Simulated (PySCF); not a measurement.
```xyz
3
charge 1 multiplicity 2, angstrom
Se    0.0000    0.0000   -0.9783
Se    1.6951    0.0000    0.4891
Se   -1.6951    0.0000    0.4891
```

Method: UPBE/[Se def2-SVP], no relativity, density fitting, PySCF.

This geometry of Se₃⁺ is a stationary point at this level.

Q: What is the point group?

A: C2v.

Q: Is it a minimum?

A: Yes: all harmonic wavenumbers are real.

Q: List the harmonic modes with their infrared intensities.

A: 
| symmetry | ω (cm⁻¹) | IR (km/mol) | type |
| --- | --- | --- | --- |
| a1 | 106 | 0.4 | bend |
| b2 | 285 | 0.8 | stretch |
| a1 | 335 | 0.0 | stretch |

Q: What are the dipole moment and the gap between the highest occupied and lowest empty levels of either spin?

A: 0.42 D about the centre of mass and 0.86 eV.

Q: Give the ideal-gas entropy at 298.15 K and 1 bar by parts.

A: translation 177.2, rotation 114.4, vibration 25.4, spin 5.8; total 322.8 J/(mol K).

In C2v the vibrations span 2a1 + b2. Here b1 is antisymmetric to the molecular plane and b2 lies in it.

Other isomers or separated fragments may lie lower.
